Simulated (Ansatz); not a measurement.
Energy difference 4 R1 + R2 → 2 P1 + 2 P2, each structure at its B3LYP-D3(BJ)/def2-TZVP stationary point, reached from a drawn start (curvature not checked).
R1, HCl (SMILES Cl) (charge 0, multiplicity 1, Z-matrix in Å and degrees):
```
Cl
H 1 1.2820
```
P1, Cl2 (SMILES ClCl) (charge 0, multiplicity 1, Z-matrix in Å and degrees):
```
Cl
Cl 1 2.0136
```
R2: O2 (SMILES O=O), charge 0, multiplicity 3.
P2, H2O (SMILES O) (charge 0, multiplicity 1):
```json
[
 {"atom": "O", "x (Å)": "0.0071", "y (Å)": "0.3896", "z (Å)": "0.0000"},
 {"atom": "H", "x (Å)": "-0.7684", "y (Å)": "-0.1808", "z (Å)": "0.0000"},
 {"atom": "H", "x (Å)": "0.7613", "y (Å)": "-0.2089", "z (Å)": "0.0000"}
]
```

P less R. No zero-point or thermal terms; singlets are restricted closed shells; open shells are unrestricted; no spin–orbit coupling.

Correlated levels freeze the cores.

Programs: Ansatz (Gaussian orbitals). All values are computed, each at the level named.

Total energies in hartree:

| structure | PBE/def2-TZVPP | B3LYP/def2-TZVPP | CCSD(T)/cc-pV(Q+d)Z |
|---|---|---|---|
| R1 | -460.627411 | -460.836272 | -460.363836 |
| P1 | -920.021286 | -920.422107 | -919.479308 |
| R2 | -150.248609 | -150.389760 | -150.173871 |
| P2 | -76.380147 | -76.466662 | -76.359712 |

Task: Work out the reaction energy at each level in kcal/mol (1 hartree = 627.50947 kcal/mol), and say how far PBE/def2-TZVPP lies from CCSD(T)/cc-pV(Q+d)Z.

Result: 
- PBE/def2-TZVPP: 2 × (-920.021286) + 2 × (-76.380147) − (-150.248609) − 4 × (-460.627411) = -0.044613 hartree = -28.00 kcal/mol
- B3LYP/def2-TZVPP: 2 × (-920.422107) + 2 × (-76.466662) − (-150.389760) − 4 × (-460.836272) = -0.042690 hartree = -26.79 kcal/mol
- CCSD(T)/cc-pV(Q+d)Z: 2 × (-919.479308) + 2 × (-76.359712) − (-150.173871) − 4 × (-460.363836) = -0.048825 hartree = -30.64 kcal/mol
PBE/def2-TZVPP less CCSD(T)/cc-pV(Q+d)Z: 2.64 kcal/mol. CCSD(T)/cc-pV(Q+d)Z is the level counted from, the highest shown, and no exact or measured value.

Ansatz is a quantum-chemistry and plane-wave program.
